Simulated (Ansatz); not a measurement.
Program: Ansatz. Geometries: PBE0-D4/def2-TZVP. ΔE: electronic, gas phase. CCSD(T)/CBS adds triple-zeta CCSD(T) − MP2 to the extrapolated MP2 energy (def2 sets, frozen cores). Functionals use def2-TZVPP. B3LYP here is the variant with VWN-RPA as its local correlation; programs differ in this. HSE06 is defined as in plane-wave codes. For Ge outer-core shells are correlated without core-valence functions, which leaves a few kJ/mol of doubt a bond. Scalar relativity is left out up to krypton. One conformer a species, not always the lowest.

Reaction (redistribution): `C[CH2][AlH][O][SiH3]` + `[F][Ge][SH]` → `C[CH2][AlH][SH]` + `[F][Ge][O][SiH3]`

| level | ΔE (kJ/mol) | difference from CCSD(T)/CBS |
| --- | --- | --- |
| LDA (SPW92) | 27.4 | 1.1 |
| PBE-D4 | 28.1 | 1.8 |
| revPBE-D4 | 27.9 | 1.6 |
| BLYP-D4 | 33.2 | 6.9 |
| r2SCAN-D4 | 30.9 | 4.6 |
| B97M-V | 29.9 | 3.6 |
| B3LYP-D4 | 33.3 | 7.0 |
| r2SCANh-D4 | 31.0 | 4.7 |
| r2SCAN0-D4 | 31.2 | 4.9 |
| HSE06-D4 | 28.7 | 2.4 |
| BHLYP-D4 | 32.7 | 6.4 |
| CAM-B3LYP-D4 | 29.6 | 3.3 |
| ωB97X-V | 22.7 | -3.6 |
| ωB97M-V | 25.2 | -1.1 |
| B2PLYP | 29.9 | 3.6 |
| PBE-QIDH | 25.9 | -0.4 |
| PBE | 28.8 | 2.5 |
| revPBE | 29.7 | 3.4 |
| BLYP | 35.0 | 8.7 |
| r2SCAN | 30.7 | 4.4 |
| PBE0 | 29.2 | 2.9 |
| B3LYP | 34.6 | 8.3 |
| r2SCANh | 30.9 | 4.6 |
| r2SCAN0 | 31.1 | 4.8 |
| HSE06 | 29.2 | 2.9 |
| BHLYP | 33.9 | 7.6 |
| LC-ωPBE | 22.2 | -4.1 |
| RPA@PBE/def2-TZVPP | 26.5 | 0.2 |
| HF/def2-SVP | 26.5 | 0.2 |
| MP2/def2-SVP | 17.0 | -9.3 |
| CCSD/def2-SVP | 20.0 | -6.3 |
| CCSD(T)/def2-SVP | 19.1 | -7.2 |
| HF/def2-TZVPP | 31.2 | 4.9 |
| MP2/def2-TZVPP | 23.6 | -2.7 |
| SCS-MP2/def2-TZVPP | 24.8 | -1.5 |
| CCSD(T)/def2-TZVPP | 24.8 | -1.5 |
| HF/def2-QZVPP | 32.7 | 6.4 |
| SCS-MP2/def2-QZVPP | 26.1 | -0.2 |
| HF/CBS(def2) | 33.0 | 6.7 |
| CCSD/CBS(def2) | 27.5 | 1.2 |
| CCSD(T)/CBS | 26.3 | 0 |

Largest T1 diagnostic among the species: 0.015.

In def2-TZVPP, CCSD(T) changes the Hartree–Fock value by −6.4 kJ/mol (the triples alone add −1.2 kJ/mol) and MP2 by −7.6 kJ/mol. At CCSD(T), def2-SVP lies −7.2 kJ/mol from the extrapolated value and def2-TZVPP −1.5 kJ/mol. Leaving LDA and LC-ωPBE aside and taking each functional with its dispersion term where it has one, the values spread over 10.6 kJ/mol, from ωB97X-V to B3LYP-D4.
